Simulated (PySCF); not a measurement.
Ga(Me)(OH)2 (CH₅GaO₂), SMILES [CH3][Ga]([OH])[OH].

Geometry optimised at PBE0-D3(BJ)/def2-SVP. One conformer was computed; it need not be the lowest.

Method: PBE0-D3(BJ)/def2-SVP (PySCF).

Frequencies are harmonic and unscaled.

A small imaginary wavenumber (i) marks a very flat motion, where grid noise or a shallow saddle decides the sign.

```tsv
mode	ν (cm⁻¹)	IR (km/mol)	moving atoms (share of kinetic energy)
1	23i	0.0	H 96 %
2	154	4.0	C 30 %, O 29 %, H 25 %, Ga 16 %
3	176	11.1	Ga 39 %, O 34 %, H 16 %, C 11 %
4	196	24.8	O 69 %, H 15 %, Ga 14 %
5	327	125.9	H 92 %, O 8 %
6	402	105.3	H 90 %, O 10 %
7	579	2.4	C 62 %, H 18 %, O 13 %
8	704	76.8	O 74 %, Ga 20 %
9	722	67.1	O 67 %, Ga 16 %, H 14 %
10	722	31.3	H 79 %, C 17 %
11	726	86.8	H 78 %, C 10 %, O 9 %
12	796	68.5	H 84 %
13	824	129.6	H 88 %, O 9 %
14	1222	10.0	H 80 %, C 20 %
15	1426	2.1	H 96 %
16	1433	3.7	H 95 %
17	3068	2.0	H 97 %
18	3174	1.5	H 91 %, C 9 %
19	3190	0.8	H 90 %, C 10 %
20	3910	66.9	H 94 %
21	3926	56.7	H 94 %
```
